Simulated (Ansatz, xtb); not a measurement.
**A ladder of methods for CH6GeO (SMILES C[O][GeH3])**

CH6GeO has 9 atoms, charge 0, and is taken as a singlet. SMILES: `C[O][GeH3]`. The coordinates come from a PBE0-D4/def2-TZVP relaxation.

```tsv
atom	x (Å)	y (Å)	z (Å)
C	-0.4616	0.9395	-0.8796
O	-0.6573	-0.3836	-0.4473
Ge	0.4095	-1.0044	0.8343
H	-1.1944	1.1526	-1.6615
H	0.5409	1.0945	-1.3015
H	-0.6077	1.6668	-0.0692
H	1.8702	-0.9390	0.3451
H	-0.0541	-2.4440	1.0703
H	0.2429	-0.1286	2.0922
```

Each level gives the electronic atomisation energy (eV). The values are calculated. Electronic energies at fixed atoms, without zero-point motion or spin-orbit coupling.

| level | kind | program | value (eV) | less CCSD(T)/cc-pVDZ |
| --- | --- | --- | --- | --- |
| GFN1-xTB | semi-empirical | xtb | 46.14 | +18.03 |
| HF/cc-pVDZ | Hartree–Fock | Ansatz | 21.47 | -6.64 |
| SVWN5/cc-pVDZ | LDA | Ansatz | 34.06 | +5.95 |
| revPBE/cc-pVDZ | GGA | Ansatz | 28.96 | +0.85 |
| B3LYP/cc-pVDZ | global hybrid | Ansatz | 29.51 | +1.40 |
| CAM-B3LYP/cc-pVDZ | range-separated hybrid | Ansatz | 29.83 | +1.72 |
| HSE06/cc-pVDZ | range-separated hybrid | Ansatz | 29.50 | +1.39 |
| RPA@PBE/cc-pVDZ | RPA | Ansatz | 27.23 | -0.88 |
| MP2/cc-pVDZ | perturbation theory | Ansatz | 28.15 | +0.04 |
| CCSD(T)/cc-pVDZ | coupled cluster or CI | Ansatz | 28.11 | 0.00 |

Differences are taken from CCSD(T)/cc-pVDZ for orientation; it has basis-set and higher-order errors of its own. All-electron rows without a relativistic Hamiltonian named are non-relativistic. Correlated wave functions underbind in double-zeta sets. The values span 21.47 to 46.14 eV. GFN1-xTB: no spin polarisation, so open shells miss the exchange term that lowers them. In the correlated wave-function rows the outer d shell of Ge is correlated, in sets not made for it.
